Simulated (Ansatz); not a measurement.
Calculation: B3LYP-D3(BJ)/def2-TZVP (Ansatz, an electronic-structure program). No frequencies were computed at this level.

Ansatz 0.2 input:
```yaml
crystal:
  periodic: [false, false, false]
  atoms:
    - { symbol: N, position_ang: [2.016686, -0.364583, -0.179509] }
    - { symbol: In, position_ang: [0.00236, -0.001427, -0.054984] }
    - { symbol: N, position_ang: [-0.682428, 1.90645, -0.363652] }
    - { symbol: N, position_ang: [-1.30232, -1.569278, -0.264286] }
    - { symbol: H, position_ang: [2.258886, -1.286649, 0.16875] }
    - { symbol: H, position_ang: [2.576767, 0.303875, 0.34] }
    - { symbol: H, position_ang: [-1.557453, 2.099048, 0.1133] }
    - { symbol: H, position_ang: [-0.015786, 2.605823, -0.052076] }
    - { symbol: H, position_ang: [-1.04787, -2.378522, 0.293353] }
    - { symbol: H, position_ang: [-2.248843, -1.314736, -0.000894] }
basis:
  gaussian: { orbitals: def2-tzvp }
hamiltonian:
  xc: b3lyp
  dispersion: d3bj
relax:
  max_steps: 150
```

Output:

```
Functional definition: B3LYP
1194 factors; their error is unknown
mean field evaluation 1: about -9721.1771 eV, gradient 1.1e2 eV
mean field evaluation 2: about -9657.9849 eV, gradient 1.9e2 eV
mean field evaluation 4: about -9745.9935 eV, gradient 8.0e0 eV
mean field evaluation 8: about -9746.1294 eV, gradient 4.2e-1 eV
mean field evaluation 16: about -9746.1297 eV, gradient 9.7e-5 eV
mean field -9746.12965431 eV, -358.1636586321 hartree, gradient 7.3e-6 eV, S^2 0.000000; 0 other end points of the search recorded, 0 dependent functions left out
reference -9746.12994092 eV, -358.1636691648 hartree; 24, 24 occupied and 155, 155 virtual orbitals, 1194 factors
relax step   1: F+E_penalty+E_count = -9746.42890978 eV  Δ(F+E_penalty+E_count) = +0.000e0 eV  max|allowed force component| = 2.201e-1 eV/Å  Δτ_max = 0.0000 Å  (29 SCF iters, accepted)
these checks for a lower state are left out or cut short: starts, cluster_reference, orbital_swaps, neighbouring_geometries, increment
1194 factors; their error is unknown
mean field -9746.14760394 eV, -358.1643182688 hartree, gradient 7.8e-6 eV, S^2 0.000000; 0 other end points of the search recorded, 0 dependent functions left out
reference -9746.14789062 eV, -358.1643288040 hartree; 24, 24 occupied and 155, 155 virtual orbitals, 1194 factors
relax step   2: F+E_penalty+E_count = -9746.44452626 eV  Δ(F+E_penalty+E_count) = -1.562e-2 eV  max|allowed force component| = 2.049e-1 eV/Å  Δτ_max = 0.0688 Å  (31 SCF iters, accepted)
these checks for a lower state are left out or cut short: starts, cluster_reference, orbital_swaps, neighbouring_geometries, increment
1194 factors; their error is unknown
mean field evaluation 32: about -9746.1525 eV, gradient 7.6e-6 eV
mean field -9746.15254502 eV, -358.1644998499 hartree, gradient 7.6e-6 eV, S^2 0.000000; 0 other end points of the search recorded, 0 dependent functions left out
reference -9746.15283128 eV, -358.1645103700 hartree; 24, 24 occupied and 155, 155 virtual orbitals, 1194 factors
relax step   3: F+E_penalty+E_count = -9746.44986644 eV  Δ(F+E_penalty+E_count) = -5.340e-3 eV  max|allowed force component| = 1.304e-1 eV/Å  Δτ_max = 0.0323 Å  (32 SCF iters, accepted)
these checks for a lower state are left out or cut short: starts, cluster_reference, orbital_swaps, neighbouring_geometries, increment
1194 factors; their error is unknown
mean field -9746.15571493 eV, -358.1646163420 hartree, gradient 7.1e-6 eV, S^2 0.000000; 0 other end points of the search recorded, 0 dependent functions left out
reference -9746.15600158 eV, -358.1646268761 hartree; 24, 24 occupied and 155, 155 virtual orbitals, 1194 factors
relax step   4: F+E_penalty+E_count = -9746.45357253 eV  Δ(F+E_penalty+E_count) = -3.706e-3 eV  max|allowed force component| = 2.220e-2 eV/Å  Δτ_max = 0.0256 Å  (32 SCF iters, accepted)
these checks for a lower state are left out or cut short: starts, cluster_reference, orbital_swaps, neighbouring_geometries, increment
1194 factors; their error is unknown
mean field -9746.15591949 eV, -358.1646238597 hartree, gradient 7.4e-6 eV, S^2 0.000000; 0 other end points of the search recorded, 0 dependent functions left out
reference -9746.15620600 eV, -358.1646343886 hartree; 24, 24 occupied and 155, 155 virtual orbitals, 1194 factors
relax step   5: F+E_penalty+E_count = -9746.45374447 eV  Δ(F+E_penalty+E_count) = -1.719e-4 eV  max|allowed force component| = 2.516e-3 eV/Å  Δτ_max = 0.0105 Å  (33 SCF iters, accepted)
1194 factors; their error is unknown
mean field evaluation 64: about -9746.1559 eV, gradient 4.8e-2 eV
mean field -9746.15591949 eV, -358.1646238597 hartree, gradient 7.4e-6 eV, S^2 0.000000; 1 other end points of the search recorded, 0 dependent functions left out
reference -9746.15620600 eV, -358.1646343886 hartree; 24, 24 occupied and 155, 155 virtual orbitals, 1194 factors
Total energy: -9746.45403098 eV, -358.1755792546 hartree
Atom 0 at     2.003440    -0.400227    -0.135912 Å, force    -0.001975     0.000181    -0.000501 eV/Å
Atom 1 at     0.001566    -0.001439    -0.041107 Å, force    -0.000180    -0.000022     0.002516 eV/Å
Atom 2 at    -0.646588     1.916325    -0.319649 Å, force     0.000742    -0.001766    -0.000316 eV/Å
Atom 3 at    -1.330626    -1.540022    -0.224282 Å, force     0.001155     0.001551    -0.000453 eV/Å
Atom 4 at     2.298678    -1.288945     0.245847 Å, force     0.000484     0.000448     0.000730 eV/Å
Atom 5 at     2.618136     0.320226     0.218797 Å, force     0.000527    -0.000447    -0.001099 eV/Å
Atom 6 at    -1.586799     2.118330    -0.006718 Å, force     0.000326     0.000553    -0.001149 eV/Å
Atom 7 at    -0.033543     2.646591     0.017417 Å, force    -0.000697     0.000234     0.000677 eV/Å
Atom 8 at    -1.046228    -2.424941     0.174167 Å, force    -0.000564    -0.000106    -0.001152 eV/Å
Atom 9 at    -2.278038    -1.345898     0.071443 Å, force     0.000182    -0.000624     0.000747 eV/Å
Dipole moment:    -0.024452     0.022298     0.633354 e Å
```

Cost: around 18 core-seconds (rough).
